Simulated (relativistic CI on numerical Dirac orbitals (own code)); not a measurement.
# Cubic crystal-field splitting of Lu4+ by operator equivalents

Problem. Lu4+ (4f13) sits in a cubic field with the Wybourne parameters B⁴₀ = 2390 and B⁶₀ = 370 cm⁻¹. Find the levels of its ground J multiplet, neglecting the mixing with the other J.

Working.
1. One f hole has the ground level ²F7/2 with g_J = 8/7 and the Stevens factors β = −2/1155 and γ = 4/27027.
2. Stevens form: B₄ = β B⁴₀/8 = -0.5173 and B₆ = γ B⁶₀/16 = 0.00342 cm⁻¹, in H = B₄(O₄⁰ + 5O₄⁴) + B₆(O₆⁰ − 21O₆⁴).
3. For J = 7/2 the eigenvalues are E(Γ6) = 840B₄ − 25200B₆ = -520.8, E(Γ7) = −1080B₄ − 15120B₆ = 507.0 and E(Γ8) = 120B₄ + 20160B₆ = 6.9 cm⁻¹.
4. Order and energies above the lowest: Γ6 0.0, Γ8 527.7, Γ7 1027.7 cm⁻¹. A Γ6 ground doublet has the isotropic |g| = 2.667.

Check. Diagonalising spin-orbit coupling (free-ion gap 11608 cm⁻¹, from a Dirac-Coulomb-Breit calculation) and field together in all 14 states gives Γ6 0.0, Γ8 514.1, Γ7 1025.0 cm⁻¹, with |g| = 2.667. The other multiplet starts at 11914 cm⁻¹; the differences from the hand values come from J mixing and grow with the ratio of the field to that gap.
